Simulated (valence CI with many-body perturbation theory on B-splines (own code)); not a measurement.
**E1 transitions of Te3+**

Level of theory: configuration interaction combined with many-body perturbation theory (CI+MBPT): three valence electrons over a frozen Dirac-Fock core [Kr] 4d10, a basis of 11 s, 11 p, 10 d, 8 f, 5 g, 2 h functions for each j, with the one-electron correlation potential Σ1 (screened to all orders), the two-electron term Σ2, the three-electron term Σ3, Breit, model QED; selected single and double excitations, second order for the rest, scaled by the run's own slope (own B-spline code, finite nucleus).

Against 9 measured levels this calculation errs by 319 cm⁻¹ on average and by 715 at most. These come from a selection out of Moore, Atomic Energy Levels, vol. III, NSRDS-NBS 35 (1971 reprint of NBS Circular 467, 1958), an old analysis. Levels without a partner in it may be off by more.

Lines 251 to 300 of 591 in falling wavelength, among levels below 267748 cm⁻¹, chosen from the strongest by gf and those to the six lowest levels. Wavelengths and rates use the calculated energies, so an error of 300 cm⁻¹ moves a line at 2165 Å by 0.65 % and its rate by three times that or more. Electric multipoles are in the length gauge, E1 and E2 with the static RPA response of the core. Weak lines are less certain than strong ones. Lines between different terms over intervals too small for the method are left out, as are lines whose strength nearly cancels. Where a level lies close to another of its J and parity, the split of strength between their lines is uncertain. The highest levels of a list are the least certain.

Names give the largest LS component (configuration and term), which can be under half, so a name can repeat, a term be missing and a line seem to break the LS rules; names also repeat where a configuration has a term twice. Letters in brackets count levels of one name in rising energy.

```tsv
λ vac (Å)	Upper	Lower	A (s⁻¹)	log gf	Branch %
2165	5s 5p 6p 4D_3/2	5s 5p 5d 4F°_5/2	3.41e+08	-0.02	44.0
2156	5s 5p 6p 2D_5/2	5s 5p 5d 4D°_7/2	2.66e+07	-0.95	3.6
2153	5s2 7g 2G_7/2	5s2 5f 2F°_5/2	9.12e+07	-0.29	48.6
2152	4f 5s 5p 4F_3/2	5s 5p 5d 4D°_3/2	9.23e+07	-0.59	16.9
2137	4f 5s 5p 4F_3/2	5s 5p 5d 4D°_1/2	1.79e+08	-0.31	32.7
2137	4f 5s 5p 4F_7/2	5s 5p 5d 4F°_9/2	3.57e+07	-0.71	5.6
2132	4f 5s 5p 4F_5/2	5s 5p 5d 4P°_5/2	4.28e+07	-0.76	6.5
2129	5s 5p 6p 2D_3/2	5s 5p 5d 4D°_1/2	7.53e+07	-0.69	10.5
2126	4f 5s 5p 2F_7/2	5s 5p 5d 4P°_5/2	5.31e+07	-0.54	6.1
2120	5s 5p 6p 4D_5/2	5s 5p 5d 4F°_7/2	4.05e+08	0.21	49.8
2120	4f 5s 5p 4D_5/2	5s 5p 6s 4P°_3/2	2.17e+07	-1.06	3.2
2104	4f 5s 5p 4F_5/2	5p3 2P°_3/2	8.75e+07	-0.46	13.2
2091	4f 5s 5p 4D_7/2	5s 5p 5d 2F°_5/2 [a]	1.16e+08	-0.22	15.2
2083	5s2 6g 2G_9/2	5s 5p 5d 4D°_7/2	4.44e+07	-0.54	8.6
2082	5s 5p 6p 4D_3/2	5s 5p 5d 4F°_3/2	7.26e+07	-0.72	9.4
2078	4f 5s 5p 2F_7/2	5s 5p 5d 4F°_9/2	7.73e+07	-0.40	8.9
2073	4f 5s 5p 4G_9/2	5s 5p 5d 4D°_7/2	2.20e+08	0.15	28.6
2070	5s 5p 6p 2D_3/2	5p3 2P°_3/2	5.94e+07	-0.82	8.3
2052	5s 5p 6p 4P_3/2 [a]	5s 5p 5d 4F°_5/2	4.78e+07	-0.92	6.0
2028	4f 5s 5p 4G_5/2 [b]	5s 5p 5d 4D°_3/2	8.59e+07	-0.50	9.8
2024	5s 5p 6p 4D_7/2	5s 5p 5d 4F°_9/2	3.31e+08	0.21	38.8
2024	4f 5s 5p 2G_7/2	5s 5p 5d 2F°_5/2 [a]	8.46e+07	-0.38	11.8
2015	4f 5s 5p 2D_5/2	5s 5p 5d 2D°_5/2 [a]	4.44e+07	-0.79	3.8
2008	4f 5s 5p 4D_7/2	5s 5p 5d 4D°_5/2	2.18e+08	0.02	28.6
1999	5s 5p 6p 4D_5/2	5s 5p 5d 4F°_5/2	5.63e+07	-0.69	6.9
1986	4f 5s 5p 4G_5/2 [b]	5s 5p 5d 4P°_5/2	3.37e+07	-0.92	3.8
1977	4f 5s 5p 4D_3/2	5s 5p 6s 4P°_1/2	8.26e+07	-0.71	10.7
1971	5s2 8d 2D_5/2	5s 5p 5d 4P°_3/2	4.74e+07	-0.78	12.6
1970	4f 5s 5p 4D_7/2	5s 5p 5d 4D°_7/2	8.37e+07	-0.41	11.0
1962	4f 5s 5p 4G_5/2 [b]	5p3 2P°_3/2	3.91e+07	-0.87	4.4
1952	5s2 8d 2D_5/2	5s 5p 5d 4D°_5/2	4.73e+07	-0.79	12.5
1950	4f 5s 5p 4D_5/2	5s 5p 5d 4P°_3/2	1.97e+08	-0.17	29.0
1949	4f 5s 5p 4D_1/2	5s 5p 6s 4P°_1/2	1.95e+08	-0.65	25.0
1946	4f 5s 5p 2G_7/2	5s 5p 5d 4D°_5/2	3.92e+07	-0.75	5.5
1931	4f 5s 5p 4G_7/2	5s 5p 5d 4P°_5/2	1.73e+08	-0.11	22.0
1931	4f 5s 5p 4D_5/2	5s 5p 5d 4D°_5/2	1.56e+08	-0.28	23.1
1914	5s 5p 6p 2P_1/2	5s 5p 5d 4F°_3/2	1.41e+08	-0.81	15.6
1907	4f 5s 5p 4D_3/2	5s 5p 5d 4P°_3/2	3.08e+08	-0.17	39.8
1905	4f 5s2 2F°_5/2	5s 5p2 2P_3/2	3.77e+07	-0.91	3.9
1900	4f 5s 5p 4D_3/2	5s 5p 5d 4P°_1/2	1.31e+08	-0.55	17.0
1896	4f 5s 5p 4D_5/2	5s 5p 5d 4D°_7/2	3.33e+07	-0.97	4.9
1889	4f 5s 5p 4D_3/2	5s 5p 5d 4D°_5/2	7.64e+07	-0.79	9.9
1881	4f 5s 5p 4D_1/2	5s 5p 5d 4P°_3/2	1.38e+08	-0.83	17.7
1874	4f 5s 5p 4D_1/2	5s 5p 5d 4P°_1/2	3.50e+08	-0.43	44.9
1867	4f 5s 5p 4F_9/2	5s 5p 5d 4F°_7/2	5.57e+08	0.46	86.2
1865	5s 5p 6p 4P_5/2	5s 5p 5d 4F°_7/2	3.09e+07	-1.01	4.2
1860	4f 5s 5p 4G_5/2 [a]	5s 5p 5d 4F°_5/2	3.29e+07	-0.99	3.6
1847	5s 5p 6p 4D_7/2	5s 5p 5d 4F°_7/2	3.39e+07	-0.86	4.0
1839	4f 5s 5p 4F_7/2	5s 5p 5d 4F°_5/2	3.84e+08	0.19	60.0
1813	5s2 6g 2G_9/2	5s 5p 5d 4F°_9/2	1.97e+07	-1.01	3.8
```
